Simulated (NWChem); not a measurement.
# Total energies of FOS

```xyz
3

O      0.4856    -1.2339     0.0000
S     -0.4610    -0.1064     0.0000
F      0.3879     1.2859     0.0000
```
Charge 0, spin multiplicity 2.

All runs are NWChem calculations. Structure: optimised with UPBE0/def2-SVP, a minimum by its harmonic frequencies.

Basis set: cc-pVTZ (94 functions).

```json
[
 {"method": "UHF", "total energy (Ha)": "-571.86661", "relative cost": "1"},
 {"method": "UMP2", "total energy (Ha)": "-572.51668", "relative cost": "under 3"},
 {"method": "UB2PLYP", "total energy (Ha)": "-573.08149", "relative cost": "under 3"},
 {"method": "UPBE", "total energy (Ha)": "-572.97599", "relative cost": "under 3"},
 {"method": "UB3LYP", "total energy (Ha)": "-573.31921", "relative cost": "under 3"},
 {"method": "ULDA (SVWN5)", "total energy (Ha)": "-570.79716", "relative cost": "under 3"}
]
```

Total energies of different functionals aren't comparable as a measure of quality: only differences taken within one method are. Costs are rough ratios of processor time within this set of runs, SCF included, with UHF as 1.

The correlated methods keep 7 core orbitals frozen. B3LYP has NWChem's definition, with VWN1-RPA local correlation. The structure started from a generated list of species. The unpaired electrons of the parent sit in orbitals of symmetry a" (Cs labels of the run); other states weren't searched. No SCF solution was tested for a lower state. Open-shell Hartree-Fock references start from PBE0 orbitals; any time given for them includes that run.
